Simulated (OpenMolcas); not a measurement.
## As+: effect of the active space

```
Program             : OpenMolcas 26.06
Method              : CASSCF or its RAS form
Basis               : ANO-RCC-VQZP
Scalar Hamiltonian  : DKH2, point nucleus
Spin-orbit coupling : RASSI with atomic mean-field integrals over the reference wave functions, term energies averaged over their components
```

A. 2 electrons in 3 orbitals (4p); 2S+1 = 3 even, 3 roots; 2S+1 = 1 even, 6 roots; cost of the order of 2 core-seconds
B. 4 electrons in 4 orbitals (4s 4p); 2S+1 = 3 even, 3 roots; 2S+1 = 1 even, 6 roots; 2S+1 = 5 odd, 1 root; 2S+1 = 3 odd, 9 roots; 2S+1 = 1 odd, 8 roots; cost about 11 core-seconds
C. 4 electrons in 8 orbitals (4s 4p 5s 5p); 2S+1 = 3 even, 3 roots; 2S+1 = 1 even, 6 roots; 2S+1 = 5 odd, 1 root; 2S+1 = 3 odd, 9 roots; 2S+1 = 1 odd, 8 roots; cost of the order of 14 core-seconds
D. 2 electrons in 9 orbitals (RAS2 4p; RAS3 4d 5s, at most 1 electron); 2S+1 = 3 even, 3 roots; 2S+1 = 1 even, 6 roots; 2S+1 = 3 odd, 18 roots; 2S+1 = 1 odd, 18 roots; cost of the order of 14 core-seconds
E. 4 electrons in 9 orbitals (RAS2 4s 4p; RAS3 4d, at most 2 electrons); 2S+1 = 3 even, 6 roots; 2S+1 = 1 even, 6 roots; 2S+1 = 5 odd, 1 root; 2S+1 = 3 odd, 8 roots; 2S+1 = 1 odd, 8 roots; cost about 22 core-seconds

Energies in cm-1 above 4s2 4p2 3P0, the measured ground level; measured values from NIST Handbook of Basic Atomic Spectroscopic Data.

| Level | A | B | C | D | E | Measured |
| --- | --- | --- | --- | --- | --- | --- |
| 4s2 4p2 3P0 | 0.0 | 0.0 | 0.0 | 0.0 | 0.0 | 0.0 |
| 4s2 4p2 3P1 | 886 | 923 | 890 | 886 | 935 | 1063 |
| 4s2 4p2 3P2 | 2253 | 2274 | 2192 | 2253 | 2271 | 2541 |
| 4s2 4p2 1D2 | 12470 | 12558 | 12140 | 12470 | 9428 | 10096 |
| 4s2 4p2 1S0 | 28375 | 22260 | 21243 | 28375 | 22937 | 22599 |

Deviations, from unrounded energies. A percentage is the sum of absolute deviations over the sum of measured energies, with the sign that they share, or ± where signs differ.

```json
{"Against measurement": "mean absolute deviation (cm-1)", "Levels": "4", "A": "2200", "B": "800", "C": "980", "D": "2200", "E": "350"}
{"Against measurement": "fine structure of the ground term (%)", "Levels": "2", "A": "-12.9", "B": "-11.3", "C": "-14.5", "D": "-12.9", "E": "-11.1"}
{"Against measurement": "other terms of the ground configuration (%)", "Levels": "2", "A": "+24.9", "B": "±8.6", "C": "±10.4", "D": "+24.9", "E": "±3.1"}
```

E lies closest to measurement on these levels and D furthest from it. The largest miss of E in the table is 4s2 4p2 1D2, by -670 cm-1. The ranking rests on the paired levels alone, and a cruder setting can come out closer through cancelling errors.

Among A to E the level of the table that moves most is 4s2 4p2 1S0, by 7100 cm-1 (lowest in C, highest in D).

Without dynamic correlation excited terms often stand tens of per cent too high (terms of higher spin than the ground term too low), and those without a measured partner can miss by more than the paired ones. With the s shell closed, the reference lacks s² → p² mixing (holds for A; D). The run also gave levels led by 4s2 4p 5s, which use shells meant for correlation; these and all levels above them are left out (holds for C). The run also gave levels led by 4s 4p2 4d, 4s2 4p 4d, which use shells meant for correlation; these and all levels above them are left out (holds for E). Computed and measured levels are paired by configuration, term and J; levels that our copy of the source lacks, or whose pairing is in doubt (as where it misses far off the trend of its configuration), stay unpaired and out of the deviations. Where the source uses jj or jK labels, the order within each J decides. Only configurations of the active space appear. Levels that lie high or do not pair safely by name in every column are left out.
